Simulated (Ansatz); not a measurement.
Input for Ansatz (a quantum-chemistry and plane-wave program): R-CCSD(T)/cc-pV(D+d)Z on C5H6S (SMILES Cc1cccs1). Files ending in .json are basis or fitting sets from the Basis Set Exchange.

Ansatz 0.2 input:
```yaml
crystal:
  periodic: [false, false, false]
  atoms:
    - {symbol: C, position_ang: [1.99625508, -0.17377371, 0.14307718]}
    - {symbol: C, position_ang: [0.50530853, -0.16890891, 0.04364346]}
    - {symbol: C, position_ang: [-0.33213706, 0.90398572, -0.07502386]}
    - {symbol: C, position_ang: [-1.70815165, 0.54613734, -0.14567139]}
    - {symbol: C, position_ang: [-1.90269701, -0.80069683, -0.07960816]}
    - {symbol: S, position_ang: [-0.40705788, -1.64094996, 0.06907126]}
    - {symbol: H, position_ang: [2.45617165, -0.72744497, -0.67857363]}
    - {symbol: H, position_ang: [2.37032741, 0.84957944, 0.10873795]}
    - {symbol: H, position_ang: [2.33948108, -0.62592866, 1.07630453]}
    - {symbol: H, position_ang: [0.02798931, 1.92295585, -0.11097932]}
    - {symbol: H, position_ang: [-2.51353956, 1.26000513, -0.24134917]}
    - {symbol: H, position_ang: [-2.83194989, -1.34496047, -0.10962888]}
basis:
  gaussian:
    orbitals: cc-pV_D+d_Z.json
magnetization: {spin_polarized: false}
correlation: {method: ccsd_t, electrons: outside_noble_gas}
scf: {lower_state_search: off}
```

The head of its log:

```
WARN ansatz: RAYON_NUM_THREADS=6 ignored (pool sized by the plan → 6); use --threads N
Functional definition: HF
these checks for a lower state are left out or cut short: stability, starts, cluster_reference, orbital_swaps, neighbouring_geometries, increment
integrals: 0.22 GiB planned
1145 factors; integrals over basis functions are off by at most 1.1e-3 eV
mean field: 0.41 GiB planned
mean field evaluation 1: about -16061.2360 eV, gradient 3.1e1 eV
mean field evaluation 2: about -16061.5125 eV, gradient 3.1e1 eV
mean field evaluation 4: about -16064.6393 eV, gradient 5.0e0 eV
mean field evaluation 8: about -16064.7335 eV, gradient 1.7e-1 eV
mean field -16064.73381980 eV, -590.3680788100 hartree, gradient 1.9e-6 eV, S^2 0.000000; 0 other end points of the search recorded, 0 dependent functions left out
10 core orbitals not correlated
reference -16064.73381980 eV, -590.3680788100 hartree; 16, 16 occupied and 97, 97 virtual orbitals, 1145 factors
```

### Question
Predict the final total energy.

### Answer
-591.2564 hartree (reference determinant -590.3681, T1 diagnostic 0.012).
